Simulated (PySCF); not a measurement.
**From MP2 to CCSD(T): MF along the fifth-period p block**

MP2 and CCSD(T) in PySCF with def2-TZVPP on every atom (core potentials on Sn, Sb, Te, I), for the lowest determinant that a PBE0 search found; no spin–orbit coupling.

| molecule | state (unpaired electrons) | MP2 Re (Å) | MP2 ωe (cm⁻¹) | MP2 De (eV) | CCSD(T) Re (Å) | CCSD(T) ωe (cm⁻¹) | CCSD(T) De (eV) |
| --- | --- | --- | --- | --- | --- | --- | --- |
| SnF | doublet (π ↑) | 1.944 | 591 | 5.01 | 1.943 | 593 | 4.76 |
| SbF | triplet (π ↑↑) | 1.921 | 617 | 4.02 | ? | ? | ? |
| TeF | doublet (π ↑) | 1.905 | 635 | 3.51 | 1.906 | 629 | 3.29 |
| IF | singlet (closed shell) | 1.907 | 633 | 2.98 | 1.911 | 619 | 2.73 |

Task: Estimate the CCSD(T) values of SbF by adding the mean shift from MP2 to CCSD(T) of the other rows, and compare with the calculation.

Result: The mean shifts are +0.1 pm, -6 cm⁻¹ and -0.24 eV, which give 1.922 Å, 611 cm⁻¹ and 3.78 eV. CCSD(T)/def2-TZVPP gives Re = 1.919 Å, ωe = 619 cm⁻¹, De = 3.85 eV.

Task: What are the mean differences of MP2 from CCSD(T) over the whole series?

Result: Re -0.1 pm, ωe +4 cm⁻¹, De +0.22 eV.

In a basis of this size CCSD(T) is itself not converged; it tends to give bonds that are too long and too weak.

Correlated steps freeze 5 core orbitals. These are scalar-relativistic numbers at best; spin–orbit coupling would shift them, the dissociation energy most. Where the molecule has an RHF reference, its open-shell atoms are computed with UHF. States were picked by a PBE0 search and need not be the measured ground states.
